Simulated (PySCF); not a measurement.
# Two-photon absorption: SMILES C=C/C=C/C=C/C=C/Cl, C8H9Cl

Geometry:
```
atom   x (Å)   y (Å)   z (Å)
  C1  -4.165  -0.972   0.311
  C2  -3.135  -0.194  -0.021
  C3  -1.761  -0.582   0.132
  C4  -0.718   0.203  -0.203
  C5   0.648  -0.184  -0.050
  C6   1.693   0.601  -0.386
  C7   3.060   0.206  -0.230
  C8   4.086   0.992  -0.566
 Cl9   5.722   0.514  -0.376
 H10  -4.017  -1.958   0.721
 H11  -5.185  -0.653   0.184
 H12  -3.313   0.792  -0.431
 H13  -1.579  -1.567   0.542
 H14  -0.903   1.188  -0.614
 H15   0.834  -1.168   0.360
 H16   1.512   1.585  -0.797
 H17   3.247  -0.777   0.181
 H18   3.966   1.981  -0.980
```

Method used: PySCF, TDDFT wB97X-D/def2-SVPD excited states, vertical, gas phase. Geometry: GFN2-xTB.

(1) How strongly do the lowest singlets absorb one photon, and two photons of half the energy?

Results:

(1) δ for parallel linear polarisation; σ at the peak of a Lorentzian of half width 0.1 eV, single beam; Ω is circular over linear.
```
state  E (eV)      f  photon λ (nm)  δ (au)  σ (GM)     Ω                                main
   S1    4.17  1.720            595    67.4    0.43  0.62                      HOMO→LUMO 0.97
   S2    5.83  0.001            426   48500  603.16  0.67  HOMO−1→LUMO 0.80, HOMO→LUMO+1 0.13
   S3    6.12  0.004            405    9720  133.46  0.66  HOMO→LUMO+1 0.80, HOMO−1→LUMO 0.14
   S4    6.25  0.000            397    0.23    0.00  1.49  HOMO→LUMO+2 0.73, HOMO→LUMO+3 0.15
   S5    6.35  0.000            391    8.13    0.12  1.50  HOMO→LUMO+3 0.59, HOMO→LUMO+2 0.18
```

Among these, the strongest one-photon state is S1, the strongest two-photon state S2, with a dipole change of 0.7 D (relaxed, norm of the difference vector).
